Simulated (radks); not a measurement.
Dipole-allowed excitations along the series with 47 electrons in [Kr] 4d10 5s1. All-electron calculation, scalar-relativistic Kohn-Sham, exchange-only LDA, spin-polarised, spherical densities, finite nucleus; open shells are filled with parallel spins first (spin-orbit coupling, left out, can overturn this in heavy ions); Fermi nuclear charge, rms radius of each element as measured or else 0.836 A^(1/3) + 0.57 fm. Program: a radial shooting solver on a logarithmic mesh with Libxc functionals. Time-dependent linear response with the Hartree and adiabatic exchange-only LDA kernel, continuum included through the Sternheimer equations, no spin-orbit coupling, so fine structure and intercombination lines are absent. Lines are the poles of the dipole polarisability below minus the highest occupied eigenvalue, found on a grid refined at the orbital gaps; the lowest seven at most are given, and weak or close lines can be missed. The first line takes the name of the lowest orbital gap if no other gap lies below it; otherwise a line is named after a gap within 0.6 % of it, if that gap stands alone.

| species | -e(HOMO) (eV) | lowest orbital gap (eV) | first line (eV) | f | strongest line (eV) | its f | static alpha (bohr^3) |
|---|---|---|---|---|---|---|---|
| I6+ | 81.704 | 5s-5p 14.219 | 14.946 (5s-5p) | 0.766 | 57.189 (unassigned) | 0.844 | 3.712 |
| Xe7+ | 99.748 | 5s-5p 15.948 | 16.749 (5s-5p) | 0.765 | 67.985 (unassigned) | 0.858 | 2.955 |
| Cs8+ | 119.12 | 5s-5p 17.708 | 18.580 (5s-5p) | 0.763 | 79.425 (unassigned) | 0.870 | 2.400 |
